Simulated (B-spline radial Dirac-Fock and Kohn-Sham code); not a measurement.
## The L3 (2p3/2) hole of gold ions: width and yield against charge

Method: independent-particle radiative and Coulomb Auger rates from relativistic LDA hole-state orbitals, with Dirac-Fock energies. Computed with a radial B-spline solver. Tabulated ground configurations, configuration averages; single configurations, so decays that open only by mixing (as 1s 2s² with 1s 2p² in Be-like ions) are missing and such tiny yields are far too low.

```csv
ion,configuration,radiative (eV),non-radiative (eV),yield
Au,[Xe] 4f14 5d10 6s1,1.72,3.84,0.310
Au⁺,[Xe] 4f14 5d10,1.72,3.84,0.310
Au²⁺,[Xe] 4f14 5d9,1.72,3.84,0.310
Au³⁺,[Xe] 4f14 5d8,1.72,3.84,0.309
Au⁴⁺,[Xe] 4f14 5d7,1.72,3.84,0.309
Au⁵⁺,[Xe] 4f14 5d6,1.72,3.84,0.309
Au⁶⁺,[Xe] 4f14 5d5,1.72,3.83,0.309
Au⁷⁺,[Xe] 4f14 5d4,1.71,3.83,0.309
```
